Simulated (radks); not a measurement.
Results of a calculation; reference values are marked as such.
Neutral scandium inside a hard spherical wall (all orbitals vanish at R), configuration held at [Ar] 3d1 4s2 and not refilled when levels cross. Code: a radial shooting solver on a logarithmic mesh with Libxc functionals. Model: non-relativistic Kohn-Sham, PBE, spin-unpolarised, spherical densities, point nucleus. Eigenvalues in eV, with the zero of energy where the potential of the charges vanishes at infinity; a dash marks a level that is unbound or too diffuse for the functional's potential to be trusted. A positive occupied level is held by the wall or, in an anion where self-interaction has pushed it up, behind a barrier. The pressure on the wall is -dE/dV.

R (bohr) = free: E (hartree) -760.38465; kinetic (hartree) 759.660; e(3s) -54.427; e(3p) -33.607; e(4s) -4.152; e(3d) -3.369; e(4p, empty) -1.480; e(5s, empty) -; pressure (GPa) 0
R (bohr) = 15: E (hartree) -760.38464; kinetic (hartree) 759.660; e(3s) -54.426; e(3p) -33.605; e(4s) -4.151; e(3d) -3.368; e(4p, empty) -1.474; e(5s, empty) 0.303; pressure (GPa) < 0.0001
R (bohr) = 12: E (hartree) -760.38447; kinetic (hartree) 759.662; e(3s) -54.407; e(3p) -33.587; e(4s) -4.137; e(3d) -3.351; e(4p, empty) -1.428; e(5s, empty) 0.971; pressure (GPa) 0.00315
R (bohr) = 10: E (hartree) -760.38318; kinetic (hartree) 759.673; e(3s) -54.316; e(3p) -33.496; e(4s) -4.068; e(3d) -3.267; e(4p, empty) -1.271; e(5s, empty) 2.190; pressure (GPa) 0.0354
R (bohr) = 6: E (hartree) -760.30436; kinetic (hartree) 760.051; e(3s) -52.269; e(3p) -31.478; e(4s) -2.061; e(3d) -1.419; e(4p, empty) 1.813; e(5s, empty) 14.711; pressure (GPa) 5.19
R (bohr) = 3.5: E (hartree) -759.21540; kinetic (hartree) 763.553; e(3s) -43.600; e(3p) -23.048; e(4s) 15.236; e(3d) 7.585; e(4p, empty) 23.521; e(5s, empty) 77.380; pressure (GPa) 278
R (bohr) = 3: E (hartree) -758.11703; kinetic (hartree) 766.967; e(3s) -38.595; e(3p) -18.028; e(4s) 30.084; e(3d) 13.569; e(4p, empty) 40.441; e(5s, empty) 120.19; pressure (GPa) 835
R (bohr) = 2: E (hartree) -748.30622; kinetic (hartree) 795.414; e(3s) -8.661; e(3p) 13.944; e(4s) 135.36; e(3d) 50.333; e(4p, empty) 149.44; e(5s, empty) 366.99; pressure (GPa) 14000
R (bohr) = 1.5: E (hartree) -724.20566; kinetic (hartree) 855.362; e(3s) 51.194; e(3p) 76.934; e(4s) 338.01; e(3d) 112.90; e(4p, empty) 345.19; e(5s, empty) 780.15; pressure (GPa) 91600
